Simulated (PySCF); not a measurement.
Compound: CH2B3F3O3S.
Atom-mapped SMILES: `[F:1][C:2]([F:3])([F:4])[S:5][B:6]1[O:7][BH:8][O:9][BH:10][O:11]1` (hydrogens: H12 on B8; H13 on B10)

Theory: PySCF 2.14.0, PBE0-D3(BJ)/def2-SVP geometry optimisation, gas phase.

Task: What internal coordinates does the optimisation give?

Result: 
| bond | length (Å) |
| --- | --- |
| F1–C2, C2–F3, C2–F4 | 1.326 |
| C2–S5 | 1.825 |
| S5–B6 | 1.816 |
| B6–O7, B6–O11 | 1.367 |
| O7–B8, B10–O11 | 1.373 |
| B8–O9, O9–B10 | 1.370 |
| B8–H12, B10–H13 | 1.200 |

Bonds in one row agree within 0.01 Å and their mean is given. A selection of angles:
| angle | degrees |
| --- | --- |
| F1–C2–F3 | 108.3 |
| F1–C2–S5 | 112.3 |
| F3–C2–S5 | 107.3 |
| C2–S5–B6 | 100.6 |
| S5–B6–O7 | 122.8 |
| S5–B6–O11 | 116.4 |
| O7–B6–O11 | 120.8 |
| B6–O7–B8 | 119.8 |
| O7–B8–O9 | 119.2 |
| B8–O9–B10 | 121.2 |

Torsions: F1–C2–S5–B6 62° (synclinal); C2–S5–B6–O7 1° (synperiplanar); S5–B6–O7–B8 180° (antiperiplanar); B6–O7–B8–O9 0° (synperiplanar); O7–B8–O9–B10 0° (synperiplanar); B8–O9–B10–O11 -1° (synperiplanar); O9–B10–O11–B6 1° (synperiplanar); S5–B6–O11–B10 180° (antiperiplanar).

B8 (three-coordinate boron) is planar (angles 120.6°, 120.2° and 119.2°, sum 360.0°, 0.00 Å off the plane of its three neighbours). Of the pairs four or more bonds apart, F4···O7 is among the closest relative to their van der Waals radii: 2.90 Å, 97 % of the sum of Bondi's values. B6 (three-coordinate boron) is planar (angles 122.8°, 120.8° and 116.4°, sum 360.0°, 0.00 Å off the plane of its three neighbours). S5 (sulfur bonded to B and C) is bent (angle 100.6°). The 6-membered ring B6–O7–B8–O9–B10–O11 has internal angles of 119.1° to 121.2°; it is planar, 0.00 Å rms from its mean plane, widest ring torsion 1°. All 3 C–F bonds measure 1.325 to 1.327 Å.

PBE0-D3(BJ)/def2-SVP frequencies: not computed here. One conformer, not necessarily the lowest.
